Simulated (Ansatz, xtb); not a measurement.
Ranking isomers of C6H4F3N

3 gas-phase structures of C6H4F3N, from a drawn sample of its isomers (lower ones may exist). Each was relaxed with GFN2-xTB:

A. `FC(F)(F)c1cccnc1`, a singlet
B. `FC(F)(F)c1ccncc1`, a singlet
C. `FC(F)(F)c1ccccn1`, a singlet

Q: Make a reasoned guess at their ranking by r2SCAN-D4/def2-SVP single-point energy.

A: Calculated order at r2SCAN-D4/def2-SVP: A (0.000), C (0.008), B (0.011) eV. Less than 1 kcal/mol parts A and C; C and B, so the order within those pairs means little.

Energies above the lowest of each column, in eV; the last columns are at PBE0-D3(BJ)/def2-SVP geometries:

| structure | GFN2-xTB | HF/STO-3G | r2SCAN-D4/def2-SVP | PBE0-D3(BJ)/def2-SVP | CCSD(T)/def2-SVP + ΔMP2/def2-TZVPP |
| --- | --- | --- | --- | --- | --- |
| A | 0.000 | 0.005 | 0.000 | 0.022 | 0.010 |
| C | 0.051 | 0.000 | 0.008 | 0.000 | 0.000 |
| B | 0.011 | 0.010 | 0.011 | 0.034 | 0.018 |

CCSD(T)/def2-SVP + ΔMP2/def2-TZVPP has A and B and C within 1 kcal/mol of each other at the bottom, and every level picks one of them. CCSD(T)/def2-SVP + ΔMP2/def2-TZVPP orders those it was run on as C (0.000), A (0.010), B (0.018) eV. Less than 1 kcal/mol parts C and A; A and B, so the order within those pairs means little. ΔMP2 is the change of the MP2 energy from the smaller to the larger basis.

Programs: Ansatz 0.2.0, xtb 6.7.1.
